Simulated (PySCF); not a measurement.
Molfile (atoms numbered from 1):
```
C4H6F3P
     RDKit          3D

 14 14  0  0  0  0  0  0  0  0999 V2000
    1.5677   -1.2144   -0.1087 F   0  0  0  0  0  0  0  0  0  0  0  0
    1.8525    0.0513    0.2371 C   0  0  0  0  0  0  0  0  0  0  0  0
    2.7407    0.4983   -0.6644 F   0  0  0  0  0  0  0  0  0  0  0  0
    2.4854   -0.0136    1.4189 F   0  0  0  0  0  0  0  0  0  0  0  0
    0.3804    1.2437    0.3502 P   0  0  0  0  0  0  0  0  0  0  0  0
   -0.5504    0.5679   -1.1271 C   0  0  0  0  0  0  0  0  0  0  0  0
   -1.2701   -0.4964   -0.2786 C   0  0  0  0  0  0  0  0  0  0  0  0
   -0.8218    0.0202    1.1008 C   0  0  0  0  0  0  0  0  0  0  0  0
    0.0743    0.1922   -1.9365 H   0  0  0  0  0  0  0  0  0  0  0  0
   -1.2251    1.3243   -1.5264 H   0  0  0  0  0  0  0  0  0  0  0  0
   -2.3513   -0.5045   -0.4120 H   0  0  0  0  0  0  0  0  0  0  0  0
   -0.8956   -1.4986   -0.4796 H   0  0  0  0  0  0  0  0  0  0  0  0
   -0.3768   -0.7176    1.7671 H   0  0  0  0  0  0  0  0  0  0  0  0
   -1.6106    0.5467    1.6370 H   0  0  0  0  0  0  0  0  0  0  0  0
  1  2  1  0
  2  3  1  0
  2  4  1  0
  2  5  1  0
  5  6  1  0
  6  7  1  0
  7  8  1  0
  8  5  1  0
  6  9  1  0
  6 10  1  0
  7 11  1  0
  7 12  1  0
  8 13  1  0
  8 14  1  0
M  END
```

Theory: GIAO PBE0/pcSseg-1 shieldings, GFN2-xTB structure, in PySCF 2.14.0 with density-fitted response routines (isolated molecule, non-relativistic, one computed conformer, rapidly exchanging positions averaged).

Shifts are taken against calculated references (same method and geometry level): 13C (σref 186.93) and 1H (σref 31.72) vs TMS; CFCl3 for 19F (σref 170.95); H3PO4 for 31P (σref 318.38).

| atoms | nucleus | count | δ (ppm) |
| --- | --- | --- | --- |
| C7 | 13C | 1 | 28.5 |
| C2 | 13C | 1 | 145.5 |
| F1/F3/F4 | 19F | 3 | -77.7 |
| P5 | 31P | 1 | 17.1 |
| H9/H10/H13/H14 | 1H | 4 | 2.29 |
| H11/H12 | 1H | 2 | ? |
| C6/C8 | 13C | 2 | ? |

Q: Estimate the values marked ?.

A: 
- C6/C8: 18.8 ppm, sp3 CH2 bonded to P
- H11/H12: 3.11 ppm, hydrogen on an sp3 CH2 in a ring

Shifts are as computed. Against solution values, carbons near 30 ppm lie about +3 ppm off and those near 130 ppm about +5 ppm. Of 1211 compounds with measured shifts, 218 miss one by over three times the rms of a fit or turn the order of signals round; such compounds aren't used in these exercises. Unscaled 19F shifts against computed CFCl3 carry errors that often reach 10 to 50 ppm. Experimental scales use liquid or dissolved standards, which lie at an offset from isolated H3PO4.
